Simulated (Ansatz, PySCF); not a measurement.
This Ansatz (a first-principles code) input computes a BLYP/def2-TZVPD energy:

Ansatz 0.2 input:
```yaml
crystal:
  periodic: [false, false, false]
  atoms:
    - {symbol: Li, position_ang: [-1.15212696, -0.65582950, -0.97959137]}
    - {symbol: C, position_ang: [0.28405619, 0.16169436, 0.24151765]}
    - {symbol: H, position_ang: [0.84732009, -0.59794082, 0.80975843]}
    - {symbol: H, position_ang: [-0.13438806, 0.85170261, 0.99384898]}
    - {symbol: H, position_ang: [1.03911172, 0.74356056, -0.31393917]}
basis:
  gaussian:
    orbitals: def2-TZVPD
hamiltonian:
  xc: {name: BLYP}
total_charge: -1
magnetization: {spin_polarized: true, initial_magnetization: 1}
output: {forces: true}
```

Q: Write an input for the same energy in PySCF and say what it gives.

A: 
```python
from pyscf import gto, scf, dft

mol = gto.M(
    atom='''
    Li   -1.15212696   -0.65582950   -0.97959137
    C     0.28405619    0.16169436    0.24151765
    H     0.84732009   -0.59794082    0.80975843
    H    -0.13438806    0.85170261    0.99384898
    H     1.03911172    0.74356056   -0.31393917
    ''',
    basis='def2-tzvpd',
    charge=-1,
    spin=1,
    verbose=4,
)

mf = dft.UKS(mol, xc='blyp').density_fit(auxbasis='def2-universal-jkfit')
mf.grids.level = 3
mf.conv_tol = 1e-9
mf.max_cycle = 100
mf.max_memory = 1500
mf.kernel()
if not mf.converged:
    mf = mf.newton()
    mf.kernel(mf.make_rdm1())
for _ in range(2):
    mo, _, stable, _ = mf.stability(return_status=True)
    if stable:
        break
    mf.kernel(mf.make_rdm1(mo, mf.mo_occ))
mf.analyze()
```
It gives -47.38826 Eh, and Ansatz -47.38801 Eh, a difference of 0.25 mEh, from the treatment of integrals and grids.
